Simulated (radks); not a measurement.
The numbers below are computed, except where a source is named.
Task: Coherent X-ray form factor from a spherical all-electron density. Code: a radial shooting solver on a logarithmic mesh with Libxc functionals. Model: Dirac Kohn-Sham, PBE, spin-unpolarised, spherical densities, point nucleus.

| sin(theta)/lambda (1/angstrom) | f0 (electrons) |
|---|---|
| 0.05 | 21.203 |
| 0.1 | 19.444 |
| 0.15 | 17.616 |
| 0.2 | 15.993 |
| 0.25 | 14.530 |
| 0.3 | 13.182 |
| 0.4 | 10.872 |
| 0.5 | 9.171 |
| 0.6 | 8.020 |
| 0.8 | 6.671 |
| 1 | 5.743 |
| 1.25 | 4.651 |
| 1.5 | 3.659 |
| 2 | 2.295 |

The species is in the configuration that NIST lists as its ground one. Which atom or ion scatters so?

Result: Neutral titanium, [Ar] 3d2 4s2. Extrapolating in s^2 from the first two rows gives f0(0) = 21.8, near the electron count 22; among species with that count, the fall with angle is slower the higher Z, and the table is that of Z = 22; from so few rows the species is fixed only to a neighbour or two.
